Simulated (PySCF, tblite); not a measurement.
Isomers of C5H9FO2Si. Level: GFN2-xTB in tblite, geometry and Hessian alike; calculated harmonic values, unscaled, isolated species. This tight-binding method is rough: wavenumbers can miss measured ones by several per cent, in bad cases by 10 to 20. Modes of hydrogen on silicon can be 10 to 20 % off. One conformer each.

Electronic energies: PBE0/pcSseg-1 single points on the GFN2-xTB geometries (PySCF, gas phase).

```tsv
SMILES	electronic energy, lowest = 0 (kcal/mol)
O=C/C=C(\CCF)[SiH2]O	0.9
CO[SiH2]CC(=C=O)CF	10.7
CO[C@@H]1C=C(F)[SiH2]OC1	16.6
F/C1=C/OC[SiH2]OCC1	15.7
C[SiH2]CC(F)(C=O)C=O	16.2
COC[SiH2]/C(F)=C\C=O	40.6
CO[Si@H]1CC(CO)=C1F	16.1
CC(=O)[Si@@H](C=O)[C@@H](C)F	24.7
CO[C@H]1C=C(F)C[SiH2]O1	0.0
```

**Question.** How do GFN2-xTB zero-point energies change the relative energies?

**Answer.** 
```tsv
SMILES	ZPE (kcal/mol)	of it from modes above 1550 cm⁻¹	electronic (kcal/mol)	with ZPE, lowest = 0 (kcal/mol)	lowest mode (cm⁻¹)	rings
CO[C@H]1C=C(F)C[SiH2]O1	82.1	38.8	0.0	0.7	31	1
O=C/C=C(\CCF)[SiH2]O	80.6	41.9	0.9	0.0	35	0
CO[SiH2]CC(=C=O)CF	80.8	39.5	10.7	10.0	23	0
F/C1=C/OC[SiH2]OCC1	83.1	38.9	15.7	17.3	57	1
CO[Si@H]1CC(CO)=C1F	82.6	40.3	16.1	17.2	44	1
C[SiH2]CC(F)(C=O)C=O	78.8	41.2	16.2	13.5	16	0
CO[C@@H]1C=C(F)[SiH2]OC1	82.5	38.6	16.6	17.6	69	1
CC(=O)[Si@@H](C=O)[C@@H](C)F	80.5	42.3	24.7	23.7	5i	0
COC[SiH2]/C(F)=C\C=O	79.4	40.5	40.6	38.6	29	0
```

The zero-point energies span 4.3 kcal/mol, from `C[SiH2]CC(F)(C=O)C=O` to `F/C1=C/OC[SiH2]OCC1`. Slightly imaginary modes are left out of the zero-point energy: `CC(=O)[Si@@H](C=O)[C@@H](C)F` 5.0i cm⁻¹. With it `O=C/C=C(\CCF)[SiH2]O` becomes the lowest.

**Question.** And how do the electronic energies of GFN2-xTB itself compare?

**Answer.** `CO[C@H]1C=C(F)C[SiH2]O1` 0.0; `O=C/C=C(\CCF)[SiH2]O` 21.9; `CO[SiH2]CC(=C=O)CF` 20.0; `F/C1=C/OC[SiH2]OCC1` 6.9; `CO[Si@H]1CC(CO)=C1F` 36.5; `C[SiH2]CC(F)(C=O)C=O` 61.7; `CO[C@@H]1C=C(F)[SiH2]OC1` 11.6; `CC(=O)[Si@@H](C=O)[C@@H](C)F` 73.7; `COC[SiH2]/C(F)=C\C=O` 69.1 kcal/mol, lowest = 0. Against the energies above, taken from the same isomer `CO[C@H]1C=C(F)C[SiH2]O1`, the largest difference is 49.0 kcal/mol.

**Question.** What do entropy and thermal enthalpy add at 298.15 K and 1 bar (rigid rotor, harmonic oscillator, one conformer each)?

**Answer.** 
```tsv
SMILES	point group	symmetry number	S (cal/(mol K))	H − H(0) (kcal/mol)	ZPE + H − H(0) − TS (kcal/mol)
CO[C@H]1C=C(F)C[SiH2]O1	C1	1	99.2	6.89	59.5
O=C/C=C(\CCF)[SiH2]O	C1	1	106.9	7.75	56.5
F/C1=C/OC[SiH2]OCC1	C1	1	94.6	6.53	61.4
CO[Si@H]1CC(CO)=C1F	C1	1	106.0	7.73	58.7
CO[C@@H]1C=C(F)[SiH2]OC1	C1	1	96.3	6.78	60.6
COC[SiH2]/C(F)=C\C=O	C1	1	110.1	8.05	54.7
```

Not tabulated: `CO[SiH2]CC(=C=O)CF` (lowest mode only 22 cm⁻¹); `C[SiH2]CC(F)(C=O)C=O` (lowest mode only 16 cm⁻¹); `CC(=O)[Si@@H](C=O)[C@@H](C)F` (lowest mode only 5i cm⁻¹).
